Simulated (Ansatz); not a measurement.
Stepwise reaction of `[F][Sc]([O][SiH3])[O][SiH3]` with hydrogen fluoride, as a gas-phase model of exchange steps in deposition or etching. ΔE in kJ/mol.

Computed with Ansatz on PBE0-D4/def2-TZVP structures; ΔE is electronic, products minus reactants. CCSD(T)/CBS is the MP2 limit (def2-TZVPP, def2-QZVPP) plus CCSD(T) − MP2 in def2-TZVPP, frozen cores. This one scheme is used for every species. Functionals use def2-TZVPP. B3LYP here is the variant with VWN-RPA as its local correlation; programs differ in this. For Sc outer-core shells are correlated without core-valence functions, which leaves a few kJ/mol of doubt a bond. Scalar relativity is left out up to krypton. One conformer a species, not always the lowest.

```tsv
step	reaction	PBE-D4	B3LYP-D4	ωB97M-V	CCSD(T)/CBS
2	`[F][Sc]([F])[O][SiH3]` + H–F → `[F][Sc]([F])[F]` + `O[SiH3]`	-34.0	-28.9	-31.2	-15.0
```

Give the row of step 1, `[F][Sc]([O][SiH3])[O][SiH3]` + H–F → `[F][Sc]([F])[O][SiH3]` + `O[SiH3]`. (Best estimate.)

Ansatz gave: 
| step | reaction | PBE-D4 | B3LYP-D4 | ωB97M-V | CCSD(T)/CBS |
| --- | --- | --- | --- | --- | --- |
| 1 | `[F][Sc]([O][SiH3])[O][SiH3]` + H–F → `[F][Sc]([F])[O][SiH3]` + `O[SiH3]` | -34.2 | -29.0 | -31.9 | -16.4 |

By hand: ΔE of the 2 steps together at CCSD(T)/CBS.

(-16.4) + (-15.0) = -31.4 kJ/mol, or -15.7 kJ/mol a step.

In ΔE the steps differ by no more than 1.4 kJ/mol. All are downhill at CCSD(T)/CBS. PBE-D4 differs from CCSD(T)/CBS by -19.0 to -17.8 kJ/mol a step. Isolated molecules leave out the surface, adducts and barriers. Largest T1 diagnostic: 0.017.
